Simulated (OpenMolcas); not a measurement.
Computed levels of 2s² 2p³ in ions with 7 electrons, in cm-1 above ⁴S°_3/2.

- Program: OpenMolcas 26.06
- Method: XMS-RASPT2, IPEA 0.25 Eh, imaginary shift 0.1 Eh
- Basis: ANO-RCC-VTZP
- Scalar Hamiltonian: DKH2, point nucleus
- Spin-orbit coupling: RASSI with atomic mean-field integrals over the reference wave functions, term energies averaged over their components

Active space for each ion: 5 electrons in 9 orbitals (RAS2 2s 2p; RAS3 3d, at most 2 electrons); closed shells correlated by CASPT2: 1s.

```csv
Level,O+,Ne3+
²D°_3/2,27570,42140
²D°_5/2,27570,42170
²P°_3/2,41600,63610
²P°_1/2,41610,63600
```

Problem. Estimate ²D°_3/2, ²D°_5/2 for F2+ from its neighbours O+ and Ne3+.

Solution. ²D°_3/2 is another term, which grows about linearly with the charge: (27570 + 42140) / 2 = 34855. The calculation gives 34840, so the estimate is off by 0 %.
²D°_5/2 is another term, which grows about linearly with the charge: (27570 + 42170) / 2 = 34870. The calculation gives 34850, so the estimate is off by +0.1 %.

Term energies are means over components that CASPT2 splits; among the terms shown or strongly mixed into the levels shown the widest spread is 67 cm-1 (2s² 2p³ ²D°, O+). Active for correlation alone: 3d; no level in the range computed is led by a configuration that fills it, so any true level of that kind is missing. Only configurations of the active space appear.

° marks odd parity.
